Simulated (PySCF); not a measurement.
PySCF input file for CCl3, SMILES Cl[C](Cl)Cl (connectivity only; charge and spin as stated), charge +1, multiplicity 1, ADC(2)/aug-cc-pVDZ. The structure is a stationary point at PBE0-D3(BJ)/def2-SVP. The spin state was assumed, not searched. The isomer is the one that the SMILES or the coordinates give; other isomers of the formula were not compared.

```python
import numpy as np
from pyscf import gto, scf, dft, adc

mol = gto.M(
    atom='''
    Cl    1.64796246    0.00000000   -0.00000000
    C     0.00000000   -0.00000000    0.00000000
    Cl   -0.82398123    1.42717735   -0.00000000
    Cl   -0.82398122   -1.42717735   -0.00000000
    ''',
    basis='aug-cc-pVDZ',
    charge=1,
    spin=0,
    max_memory=1600,
    verbose=4,
)
mf = scf.RHF(mol)
mf.conv_tol = 1e-10
mf.max_cycle = 100
mf.kernel()
res = {}
for kind, nroots in (('ee', 6), ('ip', 6), ('ea', 2)):
    a = adc.ADC(mf).density_fit('aug-cc-pvdz-ri')
    a.method, a.method_type = 'adc(2)', kind
    e, v, p, x = a.kernel(nroots=nroots)
    res[kind] = (e * 27.211386245988, p)
for kind, (e, p) in res.items():
    print(kind, 'energies / eV', np.round(e, 3), 'strengths', np.round(p, 4))
```

Log of the run:

```
PySCF version 2.14.0

[INPUT] verbose = 4
[INPUT] num. atoms = 4
[INPUT] num. electrons = 56
[INPUT] charge = 1
[INPUT] spin (= nelec alpha-beta = 2S) = 0
[INPUT] symmetry False subgroup None
[INPUT] Mole.unit = angstrom
[INPUT] Symbol           X                Y                Z      unit          X                Y                Z       unit  Magmom
[INPUT]  1 Cl     1.647962460000   0.000000000000   0.000000000000 AA    3.114197712965   0.000000000000   0.000000000000 Bohr   0.0
[INPUT]  2 C      0.000000000000   0.000000000000   0.000000000000 AA    0.000000000000   0.000000000000   0.000000000000 Bohr   0.0
[INPUT]  3 Cl    -0.823981230000   1.427177350000   0.000000000000 AA   -1.557098856482   2.696974322683   0.000000000000 Bohr   0.0
[INPUT]  4 Cl    -0.823981220000  -1.427177350000   0.000000000000 AA   -1.557098837585  -2.696974322683   0.000000000000 Bohr   0.0

nuclear repulsion = 258.995336813043
number of shells = 32
number of NR pGTOs = 185
number of NR cGTOs = 104
basis = aug-cc-pVDZ
ecp = {}


[settings echo left out]
init E= -1417.3178105673
  HOMO = -0.386167615618765  LUMO = -0.0327662829184421  gap/eV = 9.61654
cycle= 1 E= -1415.75894815593  delta_E= 1.56  |g|= 0.941  |ddm|= 1.93
  HOMO = -0.754613385864655  LUMO = -0.436398406553349  gap/eV = 8.65907
cycle= 2 E= -1415.82401229753  delta_E= -0.0651  |g|= 0.924  |ddm|= 1.53
  HOMO = -0.7119871530684  LUMO = -0.258011745215946  gap/eV = 12.35330
cycle= 3 E= -1416.02288545602  delta_E= -0.199  |g|= 0.0582  |ddm|= 0.656
  HOMO = -0.693429941747738  LUMO = -0.229220911503463  gap/eV = 12.63177
cycle= 4 E= -1416.02461409147  delta_E= -0.00173  |g|= 0.0187  |ddm|= 0.121
  HOMO = -0.697460579645305  LUMO = -0.229611959971809  gap/eV = 12.73081
cycle= 5 E= -1416.02485537923  delta_E= -0.000241  |g|= 0.00575  |ddm|= 0.037
  HOMO = -0.697881582633669  LUMO = -0.229944129373373  gap/eV = 12.73323
cycle= 6 E= -1416.02488696917  delta_E= -3.16e-05  |g|= 0.0015  |ddm|= 0.0141
  HOMO = -0.697905619570334  LUMO = -0.229654755288624  gap/eV = 12.74176
cycle= 7 E= -1416.02488949202  delta_E= -2.52e-06  |g|= 0.000291  |ddm|= 0.00603
  HOMO = -0.697876952674733  LUMO = -0.229663732259702  gap/eV = 12.74073
cycle= 8 E= -1416.02488956101  delta_E= -6.9e-08  |g|= 4.25e-05  |ddm|= 0.001
  HOMO = -0.697875853053725  LUMO = -0.229659803163639  gap/eV = 12.74081
cycle= 9 E= -1416.02488956245  delta_E= -1.45e-09  |g|= 8.36e-06  |ddm|= 8.3e-05
  HOMO = -0.697875484534995  LUMO = -0.229660472366931  gap/eV = 12.74078
cycle= 10 E= -1416.02488956249  delta_E= -4.14e-11  |g|= 9.68e-07  |ddm|= 1.33e-05
  HOMO = -0.697875492258103  LUMO = -0.229660533969259  gap/eV = 12.74078
Extra cycle  E= -1416.0248895625  delta_E= -1.82e-12  |g|= 3.33e-07  |ddm|= 2.08e-06
converged SCF energy = -1416.0248895625

******** <class 'pyscf.adc.radc.RADC'> ********
******** ADC Orbital Information ********
Number of Frozen Occupied Orbitals: 0
Number of Frozen Virtual Orbitals: 0
Number of Active Occupied Orbitals: 28
Number of Active Virtual Orbitals: 76
*****************************************
******** <class 'pyscf.df.df.DF'> ********
auxbasis = aug-cc-pvdz-ri
Reference correlation energy (doubles): -0.59296657
MP2 correlation energy of reference state (a.u.) = -0.59296657

******** <class 'pyscf.adc.radc_ee.RADCEE'> ********
max_space = 12
max_cycle = 50
conv_tol = 1e-08

*************************************************************
        ADC calculation summary (singlet states only)
*************************************************************
adc(2) root 0  |  Energy (Eh) =   0.1351293892  |  Energy (eV) =   3.67705797  |  Osc. strength = 0.00000000  |  conv = True
adc(2) root 1  |  Energy (Eh) =   0.1834120867  |  Energy (eV) =   4.99089709  |  Osc. strength = 0.00000000  |  conv = True
adc(2) root 2  |  Energy (Eh) =   0.1834121044  |  Energy (eV) =   4.99089757  |  Osc. strength = 0.00000000  |  conv = True
adc(2) root 3  |  Energy (Eh) =   0.1873562597  |  Energy (eV) =   5.09822351  |  Osc. strength = 0.20641083  |  conv = True
adc(2) root 4  |  Energy (Eh) =   0.1873562859  |  Energy (eV) =   5.09822422  |  Osc. strength = 0.20641090  |  conv = True
adc(2) root 5  |  Energy (Eh) =   0.2760008125  |  Energy (eV) =   7.51036465  |  Osc. strength = 0.00000000  |  conv = True

******** <class 'pyscf.adc.radc.RADC'> ********
******** ADC Orbital Information ********
Number of Frozen Occupied Orbitals: 0
Number of Frozen Virtual Orbitals: 0
Number of Active Occupied Orbitals: 28
Number of Active Virtual Orbitals: 76
*****************************************
******** <class 'pyscf.df.df.DF'> ********
auxbasis = aug-cc-pvdz-ri
Reference correlation energy (doubles): -0.59296657
MP2 correlation energy of reference state (a.u.) = -0.59296657

******** <class 'pyscf.adc.radc_ip.RADCIP'> ********
max_space = 12
max_cycle = 50
conv_tol = 1e-08

*************************************************************
        ADC calculation summary (doublet states only)
*************************************************************
adc(2) root 0  |  Energy (Eh) =   0.6424350502  |  Energy (eV) =  17.48154814  |  Spec. factor = 1.78756973  |  conv = True
adc(2) root 1  |  Energy (Eh) =   0.6773689989  |  Energy (eV) =  18.43214931  |  Spec. factor = 1.79047449  |  conv = True
adc(2) root 2  |  Energy (Eh) =   0.6773689998  |  Energy (eV) =  18.43214933  |  Spec. factor = 1.79047450  |  conv = True
adc(2) root 3  |  Energy (Eh) =   0.6889692240  |  Energy (eV) =  18.74780751  |  Spec. factor = 1.77819243  |  conv = True
adc(2) root 4  |  Energy (Eh) =   0.6889692246  |  Energy (eV) =  18.74780753  |  Spec. factor = 1.77819243  |  conv = True
adc(2) root 5  |  Energy (Eh) =   0.8015315940  |  Energy (eV) =  21.81078561  |  Spec. factor = 1.74499373  |  conv = True

******** <class 'pyscf.adc.radc.RADC'> ********
******** ADC Orbital Information ********
Number of Frozen Occupied Orbitals: 0
Number of Frozen Virtual Orbitals: 0
Number of Active Occupied Orbitals: 28
Number of Active Virtual Orbitals: 76
*****************************************
******** <class 'pyscf.df.df.DF'> ********
auxbasis = aug-cc-pvdz-ri
Reference correlation energy (doubles): -0.59296657
MP2 correlation energy of reference state (a.u.) = -0.59296657

******** <class 'pyscf.adc.radc_ea.RADCEA'> ********
max_space = 12
max_cycle = 50
conv_tol = 1e-08

*************************************************************
        ADC calculation summary (doublet states only)
*************************************************************
adc(2) root 0  |  Energy (Eh) =  -0.3138977749  |  Energy (eV) =  -8.54159352  |  Spec. factor = 1.77528163  |  conv = True
adc(2) root 1  |  Energy (Eh) =  -0.1730417161  |  Energy (eV) =  -4.70870493  |  Spec. factor = 1.81287462  |  conv = True
ee energies / eV [3.677 4.991 4.991 5.098 5.098 7.51 ] strengths [0.     0.     0.     0.2064 0.2064 0.    ]
ip energies / eV [17.482 18.432 18.432 18.748 18.748 21.811] strengths [1.7876 1.7905 1.7905 1.7782 1.7782 1.745 ]
ea energies / eV [-8.542 -4.709] strengths [1.7753 1.8129]
```

The run converged.
